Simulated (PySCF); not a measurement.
Geometry (Å), atoms numbered from 1 in this order:
```xyz
21

C     5.478    0.011    0.151
C     4.270   -0.059    0.059
C     2.852   -0.129   -0.041
C     1.932    0.664    0.616
N     0.690    0.229    0.217
Si   -0.901    0.908    0.676
C    -2.191   -0.391    0.411
C    -3.607    0.021    0.074
C    -2.763   -0.618   -0.972
C     0.927   -0.802   -0.662
N     2.196   -1.043   -0.836
H     6.547    0.075    0.227
H     2.072    1.477    1.325
H    -1.203    2.088   -0.188
H    -0.757    1.342    2.094
H    -2.095   -1.285    1.037
H    -4.416   -0.563    0.521
H    -3.835    1.087   -0.024
H    -2.401    0.004   -1.797
H    -2.982   -1.650   -1.260
H     0.111   -1.345   -1.139
```

Geometry: PBE0-D3(BJ)/def2-SVP; GIAO absolute shieldings from PySCF 2.14, gas phase, non-relativistic, averaged over equivalent atoms.

At PBE0/pcSseg-1 (244 basis functions, 2.1 min wall time on 1 thread of an Arm Neoverse N1, shared host):
```csv
atoms,σ (ppm)
C10,41.9
C3,51.9
C4,52.4
C1,98.8
C2,103.4
C8/C9,180.5
C7,192.3
N11,-55.1
N5,76.6
Si6,367.1
H21,23.73
H13,24.10
H14/H15,26.43
H12,28.22
H17/H20,30.27
H18/H19,30.68
H16,31.26
```

What do these become at WP04/pcSseg-2?

Answers


```csv
atoms,σ at WP04/pcSseg-2,change
C10,24.7,-17.2
C3,33.3,-18.6
C4,36.1,-16.3
C1,92.5,-6.3
C2,95.2,-8.2
C8/C9,166.3,-14.2
C7,177.7,-14.6
N11,-75.2,-20.1
N5,58.1,-18.5
Si6,352.3,-14.8
H21,24.10,+0.37
H13,24.59,+0.49
H14/H15,27.36,+0.93
H12,28.85,+0.63
H17/H20,30.59,+0.32
H18/H19,30.91,+0.23
H16,31.53,+0.27
```

The largest change is at N11 (pyridine-type nitrogen of an azole). Cost: 543 basis functions, 7.9 min wall time on 1 thread of an Arm Neoverse N1, shared host. The order of the carbon signals is the same at both levels.
